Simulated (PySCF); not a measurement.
A structure optimised at B3LYP-D3(BJ)/def2-TZVP, used in a PySCF frequency run:

```xyz
6

In    -0.2983     0.0032     0.0000
H     -1.9956    -0.0200     0.0000
O      0.8182     1.6489     0.0000
H      1.7570     1.4298     0.0000
O      0.9703    -1.5437     0.0000
H      0.5463    -2.4078     0.0000
```

Task: Write its SMILES, formula and point group.

Result: [OH][InH][OH], H₃InO₂, Cs

Task: What are its rotational constants (standard atomic weights)?

Result: 11.699, 5.6430, 3.8068 GHz
